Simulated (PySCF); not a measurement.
Compound: C₄H₆NOSi (doublet state).
Cartesian coordinates in Å at the GFN2-xTB level; atoms count from 1:
```xyz
13
C4H6NOSi angstrom
N      1.785   -3.131    0.532
C      1.316   -2.079    0.383
C      0.713   -0.862    0.211
C     -0.770   -0.662    0.303
C     -1.102    0.680   -0.363
Si     0.560    1.619   -0.304
O      1.440    0.243   -0.027
H     -1.049   -0.634    1.364
H     -1.300   -1.504   -0.146
H     -1.414    0.515   -1.394
H     -1.930    1.172    0.142
H      0.714    2.495    0.853
H      1.033    2.148   -1.572
```

The hyperfine couplings belong to this conformer and change with its torsions.

The species is `N#C[C]1CC[SiH2]O1` [radical].

The calculation used UKS B3LYP, pcH-1 on C H N O Si, non-relativistic, mean-field spin-orbit, GIAO in PySCF. The structure is a single GFN2-xTB conformer in the gas phase; no vibrational or solvent corrections. The geometry wasn't refined by DFT: couplings that depend on bond lengths, twists or pyramidal angles can differ widely from those at the functional's own minimum. The SCF solution wasn't tested for stability.

(1) The isotropic 13C couplings are +64.5, -57.2, -24.9, +4.8 MHz. Assign them to C2; C3; C4; C5.

(2) The isotropic 1H couplings, averaged over equivalent nuclei, are +69.1, +5.5, -1.3 MHz. Assign them to H8/H9; H10/H11; H12/H13.

Results:

(1) 
| site | a_iso (MHz) | ρ(0) (bohr⁻³) | position | distance from C3 (Å) | spin population | largest \|T\| (MHz) |
| --- | --- | --- | --- | --- | --- | --- |
| C2 | -57.2 | -0.0509 | 1 bond from C3 | 1.37 | -0.17 | 18.5 |
| C3 | +64.5 | +0.0575 | largest spin population | 0.00 | +0.69 | 126.1 |
| C4 | -24.9 | -0.0222 | 1 bond from C3 | 1.50 | -0.06 | 1.3 |
| C5 | +4.8 | +0.0042 | 2 bonds from C3 | 2.45 | +0.01 | 1.7 |

(2) 
| site | a_iso (MHz) | ρ(0) (bohr⁻³) | position | distance from C3 (Å) | bound to | spin population there | largest \|T\| (MHz) |
| --- | --- | --- | --- | --- | --- | --- | --- |
| H8/H9 | +69.1 | +0.0155 | β, 2 bonds from C3 | 2.13 | C4 | -0.06 | 7.0 |
| H10/H11 | -1.3 | -0.0003 | γ, 3 bonds from C3 | 3.17 | C5 | +0.01 | 3.3 |
| H12/H13 | +5.5 | +0.0012 | γ, 3 bonds from C3 | 3.47 | Si6 | -0.01 | 3.4 |

ρ(0) is the spin density at the nucleus and T the dipolar tensor; a_iso includes a spin–orbit part; entries for several nuclei are means. Largest spin populations (Mulliken): C3 (+0.69), N1 (+0.36), C2 (-0.17) and O7 (+0.11). The positive populations add up to 1.24 and the negative ones to -0.24, together 2S = 1. The angles at C3 add up to 360.0°, so it is planar.

The spin density at the nucleus, in bohr⁻³, is negative for C2 (-0.0509), C4 (-0.0222) and Si6 (-0.0051), for instance. A restricted open-shell determinant has no negative spin density anywhere; here it arises because α and β orbitals differ (spin polarisation).

Means are taken over nuclei equivalent by connectivity, which assumes that they swap fast. The 1H value of +69.1 MHz is a mean of couplings from 39.4 to 98.8 MHz in this one geometry, not an average over conformers.

Hardware: one thread, Arm Neoverse V1 (aarch64) (shared host). Cost: 67 s (grids of density and orbitals included), 0.89 GiB resident at most.
